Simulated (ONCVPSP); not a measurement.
## What the settings do to the ONCV potential of gadolinium (Gd)

Base potential:

ONCVPSP 4.0.1 input, shortened (lines: element, Z, core and valence counts, functional; n l f; lmax; l rc ep ncon nbas qcut; lloc lpopt rc5 dvloc0; l nproj debl; icmod fcfact rcfact), PBE, fully relativistic:

```
  Gd 64.00    9    5        4      upf
    1    0    2.00
    2    0    2.00
    2    1    6.00
    3    0    2.00
    3    1    6.00
    3    2   10.00
    4    0    2.00
    4    1    6.00
    4    2   10.00
    4    3    7.00
    5    0    2.00
    5    1    6.00
    5    2    1.00
    6    0    2.00
    3
    0    2.40    0.00    3    8    5.70
    1    2.05    0.00    5    8    8.20
    2    2.70    0.00    3    8    7.10
    3    1.35    0.00    5   10   13.80
    4    5    0.85    3.00
    0    2    1.70
    1    2    0.80
    2    2    1.90
    3    2    1.60
    1    0.60    0.00
```

Open shells are filled in proportion to 2j + 1.

In the p channel the program set the typed energies aside and used -0.955, 0.250 Ha (j = l + 1/2; the other j can differ).

Cutoffs, loose and tight: the cutoffs (Ha) at which the residual kinetic energy of the hardest occupied pseudo-wave falls to 1 and 0.1 mHa per electron. They do not see the model core or the augmentation charge, which bear on the density cutoff. Test errors are all-electron minus pseudo excitation energies from the reference, over the configurations 4f7 5s2 5p6 5d1 6s1; 4f7 5s2 5p6 5d1 6s0; 4f7 5s2 5p6 5d0 6s0; 4f7 5s2 5p6 5d1 6s1 6p1. A dash means not determined; rows that change the core or the reference have their own tests. The largest error is taken over the tests solved by every variant that gives reliable tests at all: 4f7 5s2 5p6 5d1 6s0; 4f7 5s2 5p6 5d1 6s1; 4f7 5s2 5p6 5d1 6s1 6p1.

A true bound ghost makes a file unfit for plane-wave use even where its test errors are small: the radial tests pick states by their node count and pass the ghost by.

```tsv
change	outcome	cutoff, loose	cutoff, tight	bound ghosts	GHOST(+) flags above zero	largest test error (meV)
base	generated, projector energies reset by the program	80 Ha	88 Ha	s, p3/2	p1/2, d3/2	-2.8
d: rc 1.92	generated, projector energies reset by the program	80 Ha	88 Ha	s, p3/2	d5/2, p1/2	-2.8
d: rc 2.22	generated, projector energies reset by the program	80 Ha	88 Ha	s, p3/2	d5/2, p1/2, d3/2	-2.8
d: rc 2.68	generated, projector energies reset by the program	80 Ha	88 Ha	s, p3/2	p1/2, d3/2	-2.8
d: rc 3.06	generated, projector energies reset by the program	80 Ha	88 Ha	s, p3/2	d5/2, p1/2, d3/2	-3.1
```

What comes out with this change to the base: d: rc 3.9?

outcome: generated, projector energies reset by the program; cutoff, loose: 80 Ha; cutoff, tight: 88 Ha; bound ghosts: s, p3/2; GHOST(+) flags above zero: d5/2, p1/2, d3/2; largest test error (meV): +0.6.

What comes out with this change to the base: d: rc 3.38?

outcome: generated, projector energies reset by the program; cutoff, loose: 80 Ha; cutoff, tight: 88 Ha; bound ghosts: s, d5/2, d3/2, p3/2; GHOST(+) flags above zero: p1/2; largest test error (meV): -4.2.

Reading the sweep of the d radius (base included, trends over the rows without a ghost): Bound ghosts are found at 1.92, 2.22, 2.68, 2.7, 3.06, 3.38, 3.9 bohr. Every judged row has one, so this setting neither creates nor removes them.
